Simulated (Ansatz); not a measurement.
A nudged elastic band was laid between two geometries of CH5AlBF (9 atoms, charge 0, multiplicity 1).

Level of theory: Ansatz, RKS BLYP/def2-SVP.

```
movable images  : 7
climbing image  : yes
spring          : 5.0 eV/Å²
optimiser       : quadratic models (default)
start path      : through a guess of the saddle point
force threshold : 0.05 eV/Å
iteration limit : 60
end points      : relaxed
```

Image 0:

```xyz
9
Properties=species:S:1:pos:R:3
C -0.317 0.752 -1.413
Al -0.319 -0.647 -0.007
B 0.701 -0.438 1.894
F 1.970 -0.852 2.054
H 0.434 1.554 -1.266
H -0.156 0.307 -2.419
H -1.318 1.238 -1.451
H -1.195 -1.964 -0.297
H 0.199 0.050 2.906
```

Image 8:

```xyz
9
Properties=species:S:1:pos:R:3
C -0.328 0.759 -1.409
Al -0.329 -0.636 0.002
B 0.701 -0.439 1.900
F 1.979 -0.833 2.043
H 0.107 0.347 -2.348
H 0.234 1.680 -1.153
H -1.371 1.052 -1.662
H -1.193 -1.960 -0.294
H 0.201 0.030 2.921
```

(1) Which bonds break or form, and what moves?

(2) Give the energies along the band, and the barrier.

(3) What is the geometry of the highest image?

## Answers

(1) No bond is made or broken.

(2) It converged. The highest image is number 6 of 0 to 8, 2.14 eV above the ends, which have the same energy within 2 meV. Beside the main top the profile has a ripple of under 15 meV (maxima at images 1, 6), which may be a very shallow well or noise. Neighbouring images differ by up to 2.1 eV, so the band resolves the path poorly. A vibrational analysis at the climbing image gives one clearly imaginary mode, 1083i cm⁻¹: a first-order saddle point.

| image | path coordinate (Å) | energy (eV) |
| --- | --- | --- |
| 0 | 0.00 | 0.00 |
| 1 | 1.43 | 0.00 |
| 2 | 2.87 | 0.00 |
| 3 | 4.30 | 0.00 |
| 4 | 5.74 | 0.03 |
| 5 | 7.17 | 0.24 |
| 6 | 8.61 | 2.14 |
| 7 | 10.42 | 0.07 |
| 8 | 12.23 | 0.00 |

(3) 
```xyz
9
Properties=species:S:1:pos:R:3
C -0.642 0.874 -1.190
Al 0.188 -0.757 -0.322
B 0.614 -0.374 1.739
F 1.192 -1.270 2.545
H -0.507 0.023 -1.877
H -0.441 1.058 -0.127
H -1.118 1.720 -1.694
H 0.386 -1.979 -1.325
H 0.329 0.704 2.252
```

Time of the run: 5.5 min on 2 threads of Arm Neoverse V1, on a shared host, peak memory 0.12 GiB.
